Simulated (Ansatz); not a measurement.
Molecular dynamics of Cl2FH2NZr

Input:

```yaml
crystal:
  periodic: [false, false, false]
  atoms:
    - { symbol: Zr, position_ang: [-0.014235, -0.007751, 0.053838] }
    - { symbol: "N", position_ang: [-0.012119, -0.11877, 2.047137] }
    - { symbol: H, position_ang: [-0.594244, -0.804979, 2.528975] }
    - { symbol: H, position_ang: [0.616162, 0.392936, 2.64615] }
    - { symbol: Cl, position_ang: [2.172107, -0.135883, -0.792529] }
    - { symbol: Cl, position_ang: [-0.786627, 2.106013, -0.732579] }
    - { symbol: F, position_ang: [-1.195293, -1.410065, -0.51011] }
basis:
  gaussian: { orbitals: def2-mTZVP }
hamiltonian:
  xc: pbe0
  dispersion: d4
md:
  timestep: 0.5
  n_steps: 100
  ensemble: nvt_langevin
  temperature: 300.0
  initial_velocities: maxwell_boltzmann
  seed: 745170
  friction: 0.005
```

Command:

```bash
$ ansatz run input.yaml --threads 4 --pin off --max-ram 5120MiB --backend cpu --events-out ev --progress --plain --runs-dir out
```

It goes on from the last frame of an earlier run, with new velocities.

Output, in part (step lines, the closing report, with atoms numbered from 0):

```
md step     0: t =     0.00 fs  T =   257.1 K  F+E_penalty+E_count = -30562.24699246 eV  E_kin = 0.232668 eV  (29 SCF iters)
[... lines left out ...]
Total energy: -30562.07457750 eV, -1123.1355250049 hartree
Atom 0 at    -0.017068    -0.093848     0.072407 Å, force    -1.196656    -0.662829     0.278426 eV/Å
Atom 1 at    -0.158747     0.160849     2.060160 Å, force     1.112703     0.117189    -0.085310 eV/Å
Atom 2 at    -0.961226     0.092326     2.645248 Å, force    -0.935030    -0.345356     0.288783 eV/Å
Atom 3 at     0.542566     0.621941     2.640356 Å, force     0.105573    -0.075663    -0.322367 eV/Å
Atom 4 at     2.125820    -0.182695    -0.792288 Å, force     0.725777    -0.194524    -0.053032 eV/Å
Atom 5 at    -0.654829     2.047254    -0.591717 Å, force    -0.327886     0.339789    -0.373242 eV/Å
Atom 6 at    -1.190512    -1.546120    -0.503662 Å, force     0.515519     0.821394     0.266742 eV/Å
Dipole moment:     0.002078    -0.019472     0.643188 e Å
```

The steps, from the saved trajectory:

```tsv
time (fs)	T (K)	potential energy less start (eV)
0	257	0.000
1.5	248	0.011
3	235	0.010
4.5	279	-0.021
6	262	0.011
7.5	203	0.044
9	245	0.027
10.5	240	0.035
12	198	0.068
13.5	221	0.035
15	210	0.058
16.5	174	0.098
18	193	0.090
19.5	191	0.101
21	157	0.139
22.5	195	0.105
24	210	0.102
25.5	222	0.117
27	255	0.091
28.5	246	0.091
30	216	0.131
31.5	236	0.115
33	241	0.113
34.5	251	0.126
36	246	0.117
37.5	271	0.112
39	245	0.144
40.5	224	0.162
42	212	0.173
43.5	184	0.198
45	189	0.185
46.5	214	0.168
48	252	0.167
49.5	220	0.171
```

All steps were run. The mean temperature of the second half is 23 % below the set value. A run of 0.05 ps of so small a system gives no equilibrium averages.

The same pairs are bonded in the first frame and the last. Pairs count as bonded within 1.25 times the sum of covalent radii (0.12 Å more for H–H).

Last frame:

```xyz
7
Properties=species:S:1:pos:R:3
Zr -0.017 -0.094 0.072
N -0.159 0.161 2.060
H -0.961 0.092 2.645
H 0.543 0.622 2.640
Cl 2.126 -0.183 -0.792
Cl -0.655 2.047 -0.592
F -1.190 -1.546 -0.504
```

The run took 3.3 min on 4 threads of Intel(R) Xeon(R) CPU @ 2.80GHz (Skylake/Cascade Lake), on a shared host, peak memory 0.33 GiB.
